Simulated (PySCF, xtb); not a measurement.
neopentasilane (H₁₂Si₅), SMILES [SiH3][Si]([SiH3])([SiH3])[SiH3].

xtb 6.7.1 with GFN2-xTB at its own geometry gives an orbital gap of 3.96 eV and a dipole moment of 0.01 D.

Geometry: PBE0-D3(BJ)/def2-SVP.

Question: What does PBE/def2-TZVP (PySCF) give? (The exact figures need the calculation; the answer reports its results.)

Answer: gap 5.80 eV (levels -6.95 and -1.15 eV), dipole 0.00 D.
